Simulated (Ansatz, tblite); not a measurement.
Cost and result up the ladder for SiHBr₃ (5 atoms). The state is a singlet with charge 0. Geometry: r2SCAN-D4/def2-SVP.

```xyz
5

Si    0.1009   -0.0596   -0.0694
H     1.1926   -0.7084   -0.8264
Br   -1.8006   -1.0994   -0.5185
Br   -0.0365    2.0632   -0.6807
Br    0.5436   -0.1958    2.0950
```

Ansatz on 4 threads of Intel Xeon on a shared host; xTB runs through tblite on one thread. Times are rough, summed over both states, and most runs start from the orbitals of an earlier one. PBE0-D4/def2-TZVP serves as the yardstick here, not as an exact answer. Differences are given only for rows in sets of like size (and for xTB, whose basis is part of the method), since another set adds its own error. The other state is a doublet.

The xTB rows come from tblite. Correlated methods freeze 32 core orbitals; core or outer-core shells of Br are correlated, in sets that lack core-valence functions. The rows differ in basis, and correlated rows in double-zeta sets carry the largest basis error. In CCSD on the charge 1 doublet the largest single amplitude is 0.44, so its Hartree–Fock determinant may place the open shell otherwise than the density functionals do.

Run but left out: HF/def2-SVP, MP2/def2-SVP (charge +1 doublet: a determinant that CCSD turns far, T1 0.052).

Correlated methods converge slowly with the basis, most of all in double-zeta sets.

Raw xTB energies of ions are shifted by several eV.

```
                            level  functions  wall time  vertical IE (eV)  difference from PBE0-D4/def2-TZVP (eV)                        remarks
                         GFN2-xTB         37    0.028 s             15.13                                    4.63                              –
                         GFN1-xTB         38    0.033 s             15.12                                    4.62                              –
                 PBE-D4/def2-TZVP        187      8.6 s             10.00                                   -0.49                              –
r2SCAN-D4/def2-TZVP (with forces)        187       19 s             10.29                                   -0.20                              –
                PBE0-D4/def2-TZVP        187       22 s             10.49                                    0.00                              –
                 CCSD(T)/def2-SVP        119       96 s             10.70                                       –  large T1 (0.052) (+1 doublet)
```
